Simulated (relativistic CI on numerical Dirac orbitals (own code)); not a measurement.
**Forbidden lines of Pm LX**

Computed by Dirac-Coulomb-Breit CI, separate exchange-only KLI orbitals for each configuration, model QED (radiative potential, 1s self-energy scaled to tabulated hydrogen-like ionisation energies), unscaled Slater integrals (own radial code, finite nucleus).

Configurations in the expansion: 1s2, 1s.2s, 1s.2p, 1s.3s, 1s.3p, 1s.3d, 1s.4s, 1s.4p, 1s.4d, 1s.4f, 1s.5s, 1s.5p, 1s.5d, 1s.5f, 1s.5g, 1s.6s, 1s.6p, 1s.6d, 2s2. Levels of other configurations are missing.

| λ vac (nm) | Lower | Upper | Type | A (s⁻¹) | log gf |
| --- | --- | --- | --- | --- | --- |
| 0.02442 | 1s2 1S_0 [1] | 1s.6d 1D_2 [59] | E2 | 5.66e+12 | -3.60 |
| 0.02442 | 1s2 1S_0 [1] | 1s.6d 3D_2 [55] | E2 | 4.05e+12 | -3.74 |
| 0.02471 | 1s2 1S_0 [1] | 1s.5d 1D_2 [43] | E2 | 9.23e+12 | -3.37 |
| 0.02472 | 1s2 1S_0 [1] | 1s.5d 3D_2 [37] | E2 | 6.65e+12 | -3.52 |
| 0.02527 | 1s2 1S_0 [1] | 1s.4d 1D_2 [29] | E2 | 1.60e+13 | -3.12 |
| 0.02529 | 1s2 1S_0 [1] | 1s.4d 3D_2 [23] | E2 | 1.16e+13 | -3.25 |
| 0.02657 | 1s2 1S_0 [1] | 1s.3d 1D_2 [17] | E2 | 2.80e+13 | -2.83 |
| 0.02660 | 1s2 1S_0 [1] | 1s.3d 3D_2 [13] | E2 | 2.06e+13 | -2.96 |
| 0.03122 | 1s2 1S_0 [1] | 1s.2p 3P°_2 [6] | M2 | 6.94e+12 | -3.30 |
| 0.03183 | 1s2 1S_0 [1] | 1s.2s 3S_1 [2] | M1 | 1.35e+12 | -4.21 |

Terms are leading LS components. Brackets give the number of a level in order of energy, since labels repeat. The list gives strong lines, with weight on those to low levels, among the lowest 59 of 60 levels, so that lines to higher ones, which can be the strongest, are missing. Levels whose partners in the same complex of configurations lie outside the list can be far off, and so can their lines. Rates are taken at the computed energies, electric ones in the length gauge.

At this charge energies of transitions that change n are usually good to better than 1 %, and those within a shell (Δn = 0) to a few per cent.

LS names give the leading component of a level, which can be under half, so a name can repeat, a term be missing and a line seem to break the LS rules.
